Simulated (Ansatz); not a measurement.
**Question.** Name a neutral molecule of Br, C, Cl, Si and H with HOMO energy (ωB97M-V/def2-TZVPP) between -11.00 and -10.70 eV and LUMO energy (PBE/def2-TZVPP) between -0.90 and -0.60 eV (Ansatz, PBE0-D4/def2-TZVP geometry).

**Answer.** `C[SiH](Cl)Br` (-10.70 eV, -0.83 eV). Other molecules can fit too; these were computed, each in one conformer that needn't be the lowest.
